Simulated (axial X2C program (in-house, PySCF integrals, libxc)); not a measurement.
# TiSn: bond constants with and without spin–orbit coupling

Computed with an in-house relativistic program for diatomic molecules. Spin-free means the one-electron spin-free X2C Hamiltonian; two-component (2c) means X2C with spin–orbit coupling and atomic mean-field two-electron Coulomb and Gaunt terms, so the difference of the two also holds small scalar two-electron terms. Basis: Sn dyall-cv3z [11s12p9d4f1g], Ti dyall-cv3z [10s10p6d4f2g] (cores contracted in-house); Gaussian nuclei, density fitting, unrestricted open shells. Masses: Sn 119.902 u, Ti 47.948 u.

Input file and command:
```json
{
 "zs": [
  50,
  22
 ],
 "q": 0,
 "bas": [
  "dyall-cv3z",
  "dyall-cv3z"
 ],
 "levels": [
  "PBE0",
  "HF",
  "B3LYP"
 ],
 "cc": true,
 "r0": 2.76,
 "thr": -1.0,
 "nmax": 90,
 "npts": 10,
 "nst": 2,
 "ntry": 6
}
```
```bash
python so2c.py task.json out
```

Keys: zs atomic numbers; q charge; bas basis sets; levels methods; cc coupled cluster on or off; r0 starting distance in Å; thr threshold in hartree for freezing inner shells (an s shell follows its p shell); nmax most natural virtual spinors; npts points on the curve; nst determinants followed; ntry starts of the search. HF also brings MP2.

State, spin-free: M_S = 2, Λ = 2 (beyond evenly filled blocks: σα, π+α, π-α, δ+α); electrons by block: σα: 17, σβ: 16, π+α: 8, π+β: 7, π-α: 8, π-β: 7, δ+α: 3, δ+β: 2, δ-α: 2, δ-β: 2. Fragments: Sn + Ti.

State, 2c: Ω = 4 (⟨Sz⟩ = 1.99, ⟨Lz⟩ = 2.01 at PBE0); electrons by block: 1/2: 24, -1/2: 24, 3/2: 10, -3/2: 9, 5/2: 3, -5/2: 2. Fragments: Sn + Ti.

```
Hamiltonian    level  Re (Å)  ωe (cm⁻¹)  ωexe (cm⁻¹)  Be (cm⁻¹)  De (eV)  μ (D)
  spin-free     PBE0   2.676      236.7        0.758    0.06875     1.92   3.34
  spin-free       HF   2.957      133.0         1.46     0.0563    0.390   4.59
  spin-free      MP2   2.781      205.4        0.976    0.06363     1.13    n/a
  spin-free     CCSD   2.778      199.7        0.834    0.06377     1.15    n/a
  spin-free  CCSD(T)   2.766      207.7        0.734    0.06432     1.32    n/a
  spin-free    B3LYP   2.702      226.7        0.765    0.06742     1.74   2.90
         2c     PBE0   2.677      234.8        0.765    0.06867      n/a   3.28
         2c    B3LYP   2.704      224.0        0.785    0.06729      n/a   2.84
```

Correlated methods: 8 electrons correlated (number of frozen shells: Sn 4 s, 3 p, 2 d; Ti 3 s, 2 p), 342 virtual spin orbitals or spinors in MP2, 90 natural virtuals in coupled cluster.

Dipoles are positive if Ti is the positive end.

One determinant describes the state; a PBE0 search over occupations chose it and may have missed a lower one. Dissociation energies refer to the lowest single-determinant-based atoms at the same level and basis. De is not given where an atomic determinant may have missed its ground term or J level, or where the truncated virtual space spoils (T). Density functionals use the spin component along the axis (collinear). Coupled cluster ran in a truncated set of natural virtual spinors; the MP2 energy of the rest was added. (T) has no such correction and the atoms are truncated less, which lowers De at CCSD(T) by a hundredth of an eV or more. Other states lie close and PBE0, whose exact exchange favours high spin, may order them wrongly; the determinant shown need not be the ground state. The nearest other spin-free determinant of the search, M_S = 1, Λ = 4, lies 0.55 eV up at the distance of the search. The functionals have no current-density term, which raises determinants with orbital currents, atoms included. With several unpaired electrons one determinant need not be a pure state. The outer-core s and p shells of the metal are frozen in the correlated rows, which leaves out core–valence correlation; for alkali and alkaline-earth bonds that tends to lengthen them. Open-shell Ω = 0 determinants with evenly filled partner blocks cannot be reached by this program, so the Ω shown need not be the lowest component. The T1 diagnostic is large, a sign of multireference character. With the outer-core shells frozen, correlated bond lengths of heavy atoms tend to come out a few hundredths of an ångström too long.

No reliable constants came from CCSD (2c), CCSD(T) (2c), HF (2c), MP2 (2c): no minimum in range, unconverged points, a curve that is not smooth, a change of character along it, or the two Hamiltonians disagreeing along it.

Rough cost a point (2c) on 1 thread(s) of a shared host, integrals apart: PBE0 2.3 s, B3LYP 2.1 s.

The whole task took 5.7 min on 1 thread of Arm Neoverse V1 (shared host).
